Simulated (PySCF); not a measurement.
Job file and geometry (Å, from GFN2-xTB) of an NMR shielding run on SMILES C(#CC)BOCOC(F)F, C5H7BF2O2, PySCF 2.14.0, density-fitted response routines, GIAO PBE0/pcSseg-1 NMR shielding, non-relativistic, gas phase; density fitting, a coarse starting grid and PySCF grid level 2 are the driver's defaults:

```
$ OMP_NUM_THREADS=1 python probes_run.py task.json out

{"job": {"kind": "nmr", "xc": "PBE0", "basis": "pcSseg-1"}, "charge": 0, "multiplicity": 1}
C      3.831684    -0.209586    -0.698329
C      2.600548     0.262146    -0.109901
C      1.576085     0.664552     0.386474
B      0.292432     1.189711     0.996536
O     -0.929913     0.744411     0.654953
C     -1.176516    -0.260902    -0.266466
O     -2.204760    -1.109892     0.198011
C     -3.398304    -0.491910     0.378726
F     -4.217258    -1.332214     1.017232
F     -3.992075    -0.217000    -0.816168
H      4.028877    -1.230983    -0.372966
H      3.752520    -0.196863    -1.785356
H      4.662783     0.426255    -0.394451
H      0.291699     2.044534     1.798262
H     -0.310868    -0.917542    -0.411996
H     -1.471657     0.190640    -1.227874
H     -3.342275     0.456674     0.942324
```

Q: What does the program print?

A: 
```
coarse grid: 15200 points
cycle   1  E = -568.7738625442  dE =  1.590e+00  |g| = 1.018e+00  |ddm| = 3.860e+00
cycle   2  E = -568.6144042099  dE =  1.595e-01  |g| = 1.428e+00  |ddm| = 1.329e+00
cycle   3  E = -568.9508479633  dE = -3.364e-01  |g| = 1.530e-01  |ddm| = 7.898e-01
cycle   4  E = -568.9542278636  dE = -3.380e-03  |g| = 9.925e-02  |ddm| = 1.836e-01
cycle   5  E = -568.9564869321  dE = -2.259e-03  |g| = 2.613e-02  |ddm| = 7.886e-02
cycle   6  E = -568.9566389988  dE = -1.521e-04  |g| = 7.655e-03  |ddm| = 2.637e-02
cycle   7  E = -568.9566492655  dE = -1.027e-05  |g| = 2.357e-03  |ddm| = 5.622e-03
cycle   8  E = -568.9566503050  dE = -1.040e-06  |g| = 2.520e-04  |ddm| = 1.614e-03
final grid: 150480 points
cycle   9  E = -569.0485227625  dE = -4.825e-05  |g| = 1.257e-02  |ddm| = 3.571e-02
cycle  10  E = -569.0484985584  dE =  2.420e-05  |g| = 1.747e-02  |ddm| = 1.732e-02
cycle  11  E = -569.0485511174  dE = -5.256e-05  |g| = 1.629e-03  |ddm| = 1.011e-02
cycle  12  E = -569.0485516522  dE = -5.349e-07  |g| = 5.457e-04  |ddm| = 1.477e-03
cycle  13  E = -569.0485517063  dE = -5.408e-08  |g| = 2.401e-04  |ddm| = 4.967e-04
cycle  14  E = -569.0485517193  dE = -1.299e-08  |g| = 7.547e-05  |ddm| = 1.929e-04
cycle  15  E = -569.0485517205  dE = -1.156e-09  |g| = 1.581e-05  |ddm| = 5.862e-05
cycle  16  E = -569.0485517205  dE = -4.479e-11  |g| = 4.671e-06  |ddm| = 1.246e-05
converged SCF energy = -569.0485517205

GIAO shielding tensors (ppm)
atom      isotropic    diamagn.    paramagn.     s11        s22        s33       span
  0 C      180.704     252.102     -71.398    172.500    173.766    195.847     23.347
  1 C       64.249     275.746    -211.497    -20.075     -5.451    218.274    238.349
  2 C       98.278     258.475    -160.197     11.005     12.360    271.470    260.466
  3 B       67.218     198.723    -131.505     38.176     58.799    104.678     66.503
  4 O      124.583     396.080    -271.497    -52.102     92.705    333.145    385.247
  5 C       94.246     247.492    -153.245     68.902     94.054    119.783     50.881
  6 O      190.328     399.498    -209.170    155.826    182.702    232.456     76.630
  7 C       63.696     241.309    -177.614     43.451     69.464     78.172     34.722
  8 F      283.997     464.993    -180.996    189.706    314.179    348.105    158.399
  9 F      280.779     470.761    -189.982    212.125    259.725    370.487    158.362
 10 H       29.519      29.244       0.275     24.792     27.813     35.952     11.160
 11 H       29.533      29.964      -0.431     24.691     27.969     35.939     11.248
 12 H       29.437      24.693       4.744     24.465     27.588     36.258     11.793
 13 H       27.035      30.547      -3.512     24.294     27.408     29.403      5.109
 14 H       25.691      33.412      -7.720     20.327     25.899     30.848     10.520
 15 H       25.974      31.951      -5.977     21.662     27.515     28.745      7.083
 16 H       24.708      27.720      -3.012     21.103     25.132     27.890      6.787
```

Size and cost of the density-fitted run: 205 basis functions, 60 s wall time on 1 thread of an Intel Xeon Platinum 8259CL, shared host; peak memory 0.92 GiB.
